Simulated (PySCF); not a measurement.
## Stretching PrCl

Set-up: PySCF, spin-free X2C with a Gaussian nucleus, basis sets Pr x2c-SVPall, Cl x2c-SVPall. Energies in eV from Pr (4f3 6s2) + Cl in their ground configurations at the same level. State: quintet, about 2.8 electrons in the 4f shell (Mulliken), real f orbitals that mix terms.

| R (Å) | PBE | B2PLYP |
| --- | --- | --- |
| 2.225 | -4.164 | -3.555 |
| 2.328 | -4.747 | -4.127 |
| 2.432 | -5.015 | -4.447 |
| 2.509 | -5.101 | -4.562 |
| 2.587 | -5.114 | -4.597 |
| 2.665 | -5.072 | -4.572 |
| 2.768 | -4.954 | -4.469 |
| 2.897 | -4.741 | -4.265 |
| 3.053 | -4.430 | -3.959 |
| 3.260 | -3.982 | -3.509 |

Task: Put a parabola through the three lowest points of the B2PLYP curve and estimate Re, k and ωe (reduced mass 28.02 u; 1 eV/Å² = 0.16022 mdyn/Å; ωe = 1302.8·√(k/μ) cm⁻¹).

Result: Through R = 2.509, 2.587, 2.665 Å the second-order coefficient is 4.93 eV/Å², so Re ≈ 2.593 Å, k ≈ 1.58 mdyn/Å and ωe ≈ 309 cm⁻¹. A polynomial fit of higher order to the unrounded B2PLYP energies gives Re = 2.590 Å, k = 1.60 mdyn/Å, ωe = 311 cm⁻¹; anharmonicity and rounding make the difference.

The higher-order fit for each curve: B2PLYP: Re = 2.590 Å, ωe = 311 cm⁻¹, De = 4.60 eV. PBE gives no reliable minimum on this grid.

Correlated steps freeze 23 core orbitals. These are scalar-relativistic numbers at best; spin–orbit coupling would shift them, the dissociation energy most. B2PLYP dipoles, levels and charges come from its SCF part alone. The state is the lowest single determinant that the PBE0 search found; with open d or f shells the true ground state can be another one.
